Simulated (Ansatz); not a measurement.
One change: `C#C[O][Zn][CH3]` becomes `C#COCC`.

Ansatz, PBE0-D4/def2-TZVP geometries, multiplicity 1. Each molecule was computed in one conformer, which needn't be the lowest.

Scalar relativity is left out up to krypton.

```csv
property,`C#C[O][Zn][CH3]`
HOMO–LUMO gap (PBE0/def2-TZVPP) / eV,5.54
HOMO energy (ωB97M-V/def2-TZVPP) / eV,-8.65
LUMO energy (PBE0/def2-TZVPP) / eV,-0.84
HOMO energy (PBE0/def2-TZVPP) / eV,-6.38
size of the dipole moment (PBE/def2-TZVPP) / D,3.90
LUMO energy (PBE/def2-TZVPP) / eV,-1.71
```

Task: What does the change do to each property? (Estimate.)

Result: The calculation gave: 
```tsv
property	`C#COCC`	shift
HOMO–LUMO gap (PBE0/def2-TZVPP) / eV	8.08	2.54
HOMO energy (ωB97M-V/def2-TZVPP) / eV	-9.21	-0.56
LUMO energy (PBE0/def2-TZVPP) / eV	1.14	1.98
HOMO energy (PBE0/def2-TZVPP) / eV	-6.94	-0.56
size of the dipole moment (PBE/def2-TZVPP) / D	2.16	-1.74
LUMO energy (PBE/def2-TZVPP) / eV	0.28	1.99
```

With PBE0 the HOMO falls by 0.56 eV and the LUMO rises by 1.98 eV, so the gap widens by about 2.54 eV. PBE moves the HOMO by -0.50 eV and ωB97M-V by -0.56 eV. Dipoles are sizes alone; their direction can turn.
